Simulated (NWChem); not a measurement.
System: Cd

NWChem input:

```
start job
memory heap 200 mb stack 900 mb global 1100 mb
geometry units angstroms noautosym nocenter noautoz
  Cd     0.000000     0.000000     0.000000
end
basis spherical
  * library def2-svp
end
ecp
  Cd library def2-ecp
end
dft
  xc pbe0
  iterations 150
  vectors input atomic output neutral.movecs
end
task dft energy
charge 1
dft
  odft
  mult 2
  vectors input atomic output cation.movecs
end
task dft energy
```

NWChem printed, in part:

```
             Northwest Computational Chemistry Package (NWChem) 7.3.0
             --------------------------------------------------------

                             Geometry "geometry" -> ""
                             -------------------------

 Output coordinates in angstroms (scale by  1.889725989 to convert to a.u.)

  No.       Tag          Charge          X              Y              Z
 ---- ---------------- ---------- -------------- -------------- --------------
    1 Cd                  48.0000     0.00000000     0.00000000     0.00000000

 Effective nuclear repulsion energy (a.u.)       0.0000000000

                                 NWChem DFT Module
                                 -----------------

 Summary of "ao basis" -> "ao basis" (spherical)
 ------------------------------------------------------------------------------
       Tag                 Description            Shells   Functions and Types
 ---------------- ------------------------------  ------  ---------------------
 Cd                         def2-svp                11       31   5s3p2d1f

            General Information
            -------------------
          SCF calculation type: DFT
          Wavefunction type:  closed shell.
          No. of atoms     :     1
          No. of electrons :    20
           Alpha electrons :    10
            Beta electrons :    10
          Charge           :     0
          Spin multiplicity:     1
          Use of symmetry is: off; symmetry adaption is: off
          Maximum number of iterations: 150
          AO basis - number of functions:    31
                     number of shells:    11
          Convergence on energy requested:  1.00D-06
          Convergence on density requested:  1.00D-05
          Convergence on gradient requested:  5.00D-04

              XC Information
              --------------
                         PBE0 Method XC Functional
                     Hartree-Fock (Exact) Exchange  0.250
          PerdewBurkeErnzerhof Exchange Functional  0.750
            Perdew 1991 LDA Correlation Functional  1.000 local
           PerdewBurkeErnz. Correlation Functional  1.000 non-local

             Grid Information
             ----------------
          Grid used for XC integration:  medium
          Radial quadrature: Mura-Knowles
          Angular quadrature: Lebedev.
          Tag              B.-S. Rad. Rad. Pts. Rad. Cut. Ang. Pts.
          ---              ---------- --------- --------- ---------
          Cd                  1.55      123           7.0       590
          Grid pruning is: on
          Number of quadrature shells:   123
          Spatial weights used:  Erf1

      Superposition of Atomic Density Guess
      -------------------------------------

 Sum of atomic energies:        -191.97368603

      Non-variational initial energy
      ------------------------------

 Total energy =    -166.846609
 1-e energy   =    -297.321974
 2-e energy   =     130.475365
 HOMO         =      -0.280773
 LUMO         =       0.056499

   convergence    iter        energy       DeltaE   RMS-Dens  Diis-err
 ---------------- ----- ----------------- --------- --------- ---------
 d= 0,ls=0.0,diis     1   -167.7256131734 -1.68D+02  1.64D-02  4.35D-02
 d= 0,ls=0.0,diis     2   -167.7334209584 -7.81D-03  4.61D-03  6.88D-03
 d= 0,ls=0.0,diis     3   -167.7337818366 -3.61D-04  1.23D-03  2.69D-03
 d= 0,ls=0.0,diis     4   -167.7340617059 -2.80D-04  3.46D-05  9.04D-07
 d= 0,ls=0.0,diis     5   -167.7340617977 -9.18D-08  5.23D-07  2.96D-10

         Total DFT energy =     -167.734061797710
      One electron energy =     -297.281917520312
           Coulomb energy =      144.953412240466
    Exchange-Corr. energy =      -15.405556517864
 Nuclear repulsion energy =        0.000000000000

 Numeric. integr. density =       20.000000008626

                       DFT Final Molecular Orbital Analysis
                       ------------------------------------

 Vector    8  Occ=2.000000D+00  E=-5.066836D-01
              MO Center=  2.6D-15,  1.2D-15,  1.2D-15, r^2= 5.6D-01
   Bfn.  Coefficient  Atom+Function         Bfn.  Coefficient  Atom+Function
  ----- ------------  ---------------      ----- ------------  ---------------
    18      0.823563  1 Cd d  1              16     -0.286955  1 Cd d -1
    15     -0.184244  1 Cd d -2              17     -0.166480  1 Cd d  0
    23      0.154190  1 Cd d  1              19     -0.129970  1 Cd d  2
    21     -0.053725  1 Cd d -1              20     -0.034495  1 Cd d -2
    22     -0.031169  1 Cd d  0

 Vector    9  Occ=2.000000D+00  E=-5.066836D-01
              MO Center=  8.1D-17, -2.7D-15, -1.4D-15, r^2= 5.6D-01
   Bfn.  Coefficient  Atom+Function         Bfn.  Coefficient  Atom+Function
  ----- ------------  ---------------      ----- ------------  ---------------
    16      0.785906  1 Cd d -1              17     -0.346454  1 Cd d  0
    19     -0.276002  1 Cd d  2              21      0.147140  1 Cd d -1
    18      0.146268  1 Cd d  1              22     -0.064864  1 Cd d  0
    15     -0.062467  1 Cd d -2              24     -0.051674  1 Cd d  2
    23      0.027385  1 Cd d  1

 Vector   10  Occ=2.000000D+00  E=-2.334938D-01
              MO Center= -3.5D-14, -1.5D-15,  2.1D-14, r^2= 2.8D+00
   Bfn.  Coefficient  Atom+Function         Bfn.  Coefficient  Atom+Function
  ----- ------------  ---------------      ----- ------------  ---------------
     4      0.750154  1 Cd s                  2     -0.449497  1 Cd s
     5      0.424623  1 Cd s                  3     -0.204295  1 Cd s
     1      0.187447  1 Cd s

 Vector   11  Occ=0.000000D+00  E=-1.648222D-02
              MO Center= -1.5D-16, -1.3D-14, -6.8D-15, r^2= 5.8D+00
   Bfn.  Coefficient  Atom+Function         Bfn.  Coefficient  Atom+Function
  ----- ------------  ---------------      ----- ------------  ---------------
    13      0.660877  1 Cd py                14      0.552187  1 Cd pz
    10      0.181004  1 Cd py                 7     -0.169073  1 Cd py
    11      0.151236  1 Cd pz                 8     -0.141267  1 Cd pz
    12     -0.127872  1 Cd px                 9     -0.035022  1 Cd px
     6      0.032714  1 Cd px

 Vector   12  Occ=0.000000D+00  E=-1.648222D-02
              MO Center= -1.0D-14,  2.8D-15, -4.4D-15, r^2= 5.8D+00
   Bfn.  Coefficient  Atom+Function         Bfn.  Coefficient  Atom+Function
  ----- ------------  ---------------      ----- ------------  ---------------
    14      0.657950  1 Cd pz                13     -0.494973  1 Cd py
    12      0.283061  1 Cd px                11      0.180202  1 Cd pz
     8     -0.168324  1 Cd pz                10     -0.135565  1 Cd py
     7      0.126630  1 Cd py                 9      0.077526  1 Cd px
     6     -0.072416  1 Cd px

 Vector   13  Occ=0.000000D+00  E=-1.648222D-02
              MO Center=  1.9D-14,  8.2D-15, -2.4D-15, r^2= 5.8D+00
   Bfn.  Coefficient  Atom+Function         Bfn.  Coefficient  Atom+Function
  ----- ------------  ---------------      ----- ------------  ---------------
    12      0.813354  1 Cd px                13      0.276159  1 Cd py
     9      0.222765  1 Cd px                 6     -0.208081  1 Cd px
    14     -0.142165  1 Cd pz                10      0.075636  1 Cd py
     7     -0.070650  1 Cd py                11     -0.038937  1 Cd pz
     8      0.036370  1 Cd pz

                                 NWChem DFT Module
                                 -----------------

            General Information
            -------------------
          SCF calculation type: DFT
          Wavefunction type:  spin polarized.
          No. of atoms     :     1
          No. of electrons :    19
           Alpha electrons :    10
            Beta electrons :     9
          Charge           :     1
          Spin multiplicity:     2
          Use of symmetry is: off; symmetry adaption is: off
          Maximum number of iterations: 150
          AO basis - number of functions:    31
                     number of shells:    11
          Convergence on energy requested:  1.00D-06
          Convergence on density requested:  1.00D-05
          Convergence on gradient requested:  5.00D-04

              XC Information
              --------------
                         PBE0 Method XC Functional
                     Hartree-Fock (Exact) Exchange  0.250
          PerdewBurkeErnzerhof Exchange Functional  0.750
            Perdew 1991 LDA Correlation Functional  1.000 local
           PerdewBurkeErnz. Correlation Functional  1.000 non-local

             Grid Information
             ----------------
          Grid used for XC integration:  medium
          Radial quadrature: Mura-Knowles
          Angular quadrature: Lebedev.
          Tag              B.-S. Rad. Rad. Pts. Rad. Cut. Ang. Pts.
          ---              ---------- --------- --------- ---------
          Cd                  1.55      123           7.0       590
          Grid pruning is: on
          Number of quadrature shells:   123
          Spatial weights used:  Erf1

      Superposition of Atomic Density Guess
      -------------------------------------

 Sum of atomic energies:        -191.97368603

 Renormalizing density from      20.00 to     19

      Non-variational initial energy
      ------------------------------

 Total energy =    -164.701858
 1-e energy   =    -282.455875
 2-e energy   =     117.754017
 HOMO         =      -0.649829
 LUMO         =      -0.216709

[...]
```

Level: PBE0/def2-SVP with def2 effective core potentials on Cd, vertical spin-unrestricted ions. def2 effective core potentials on Cd; no spin-orbit coupling.
